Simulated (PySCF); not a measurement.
Si(H)(I)(Me)2 (C2H7ISi), SMILES C[SiH](C)I.

Geometry optimised at B3LYP-D3(BJ)/def2-SVP. The def2 effective core potentials stand for the cores of I; spin–orbit coupling is left out.

Calculation: PySCF with PBE/def2-TZVP.

Symmetry labels are those of the subgroup Cs that the program uses (full group Cs).

Computed valence orbital energies around the gap with their symmetry:
| orbital | symmetry | energy (eV) |
|---|---|---|
| HOMO−7 | A' | -10.37 |
| HOMO−6 | A" | -9.96 |
| HOMO−5 | A" | -9.90 |
| HOMO−4 | A' | -8.20 |
| HOMO−3 | A" | -8.04 |
| HOMO−2 | A' | -7.78 |
| HOMO−1 | A" | -6.25 |
| HOMO | A' | -6.24 |
| LUMO | A' | -1.06 |
| LUMO+1 | A' | 0.19 |
| LUMO+2 | A" | 0.22 |
| LUMO+3 | A' | 1.01 |
